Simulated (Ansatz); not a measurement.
```tsv
atom	x (Å)	y (Å)	z (Å)
H	0.0000	0.0000	-1.2320
Be	0.0000	0.0000	0.0000
H	0.0000	0.0000	1.2320
```

Basis set: def2-TZVP (spherical functions). All electrons are correlated. Charge 0, multiplicity 1.

Computed with Ansatz (development build ahead of 0.2.0); each method stands on the lowest determinant of its kind that the runs found. Restricted open shells among the atoms or ions are ROHF, correlated in semicanonical orbitals with singles.

**Question.** Give the atomization energy at this shape (free ground-state atoms in the same class of orbitals less the molecule, no zero-point energy) of singlet BeH₂ by RHF-MP2, RHF.

**Answer.**

```tsv
method	atomization energy
RHF-MP2	5.87 eV
RHF	5.17 eV
```

Caution: the shape is not the minimum.
